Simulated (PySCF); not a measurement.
# [IrH5]− at several levels of theory

Computed with PySCF 2.14.0 (density fitting, no spin-orbit coupling) at the geometry relaxed with B3LYP:

```xyz
6
[IrH5]− (doublet; a saddle point, relaxed within its symmetry)
Ir    0.0000    0.0000   -0.0218
H     0.0000    0.0000    1.5269
H     1.5658    0.0117   -0.5349
H    -0.0132    1.7002   -0.0218
H    -1.5658   -0.0117   -0.5349
H     0.0132   -1.7002   -0.0218
```

| level | basis | state | HOMO (eV) | gap (eV) | charge on Ir1 (e) | dipole about the centre of mass (D) | largest force component (eV/Å) |
| --- | --- | --- | --- | --- | --- | --- | --- |
| B3LYP | Ir def2-SVP with ECP60, H def2-SVP | doublet | -0.63 | 2.48 | -0.37 | 0.23 | 0.00 |
| r2SCAN | the same | doublet | 0.00 | 1.41 | -0.33 | 0.23 | 0.16 |
| M06-L | the same | doublet | 0.27 | 1.23 | 0.06 | 0.19 | 0.17 |
| TPSSh | the same | doublet | -0.31 | 1.96 | -0.24 | 0.26 | 0.07 |
| B3LYP | Ir def2-TZVP with ECP60, H def2-TZVP | doublet | -0.71 | 2.55 | -0.40 | 0.26 | 0.11 |
| B3LYP | Ir x2c-SVPall, H x2c-SVPall | doublet | -0.56 | 2.56 | -0.84 | 0.25 | 0.35 |

HOMO and gap are taken over both spins. Charges are Mulliken's, which hang on the basis. The relaxation used the grid (50, 194), these runs (75, 302) or, all-electron (x2c bases, spin-free X2C Hamiltonian), (99, 590).

What does TPSS with Ir def2-SVP with ECP60, H def2-SVP give here?

state doublet, HOMO (eV) 0.19, gap (eV) 1.10, charge on Ir1 (e) -0.28, dipole about the centre of mass (D) 0.26, largest force component (eV/Å) 0.14. Time: 4.4 s on 2 threads of Arm Neoverse V1 (shared host), from an already converged density.

Open shells may have lower solutions than the one found.

The highest filled level of some runs lies above zero, as often for anions with such functionals and bases.
